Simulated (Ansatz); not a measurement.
Species: C2H10GeN2, charge 0, multiplicity 1. 
Structure (B3LYP-D3(BJ)/def2-TZVP (Ansatz, a program for electronic structure) minimum search):
```xyz
15

N      1.8127     1.3874     0.2156
C      1.5113     0.2044    -0.5961
Ge     0.0101    -0.8074     0.2080
C     -1.5192     0.4315     0.4323
N     -1.8433     1.0677    -0.8481
H      2.5949     1.9076    -0.1649
H      1.0248     2.0220     0.2567
H      1.2741     0.4150    -1.6479
H      2.3830    -0.4521    -0.5946
H      0.4300    -1.3632     1.5838
H     -0.3884    -1.9684    -0.7254
H     -2.3753    -0.1642     0.7534
H     -1.2934     1.1296     1.2500
H     -1.0703     1.6217    -1.1955
H     -2.6397     1.6885    -0.7616
```
Charge 0, spin multiplicity 1.

Total electronic energies in hartree. Valence correlation only, unless marked. No spin-orbit coupling. Frozen are the shells of the preceding noble gas and the d and f shells that filled before the atom's block. No relativistic terms. CBS marks a two-point X^-3 extrapolation of the correlation energy; Hartree-Fock from the larger set. The bracket is a focal-point correction in the basis named.

| level | program | energy (Eh) |
|---|---|---|
| HF/aug-cc-pVQZ | Ansatz | -2265.92234 |
| revPBE-D4/def2-TZVPD | Ansatz + dftd4 | -2268.60232 |
| PBE0/6-31G* | Ansatz | -2267.92613 |
| BHLYP-D4/def2-TZVPD | Ansatz + dftd4 | -2268.66029 |
| HSE06/def2-TZVPD | Ansatz | -2268.28962 |
| SCS-MP2/6-31G | Ansatz | -2265.82171 |
| RI-MP2/CBS(aug-cc-pVTZ,aug-cc-pVQZ)+[CCSD(T)-MP2]/aug-cc-pVDZ | Ansatz | -2267.0290 |
| RI-MP2/CBS(aug-cc-pVTZ,aug-cc-pVQZ)+[CCSD(T)-MP2]/aug-cc-pVTZ | Ansatz | -2267.0273 |
| CCSD(T)/CBS(cc-pVTZ,cc-pVQZ) | Ansatz | -2267.0135 |

Totals of different functionals don't rank their quality; only differences between species are comparable.
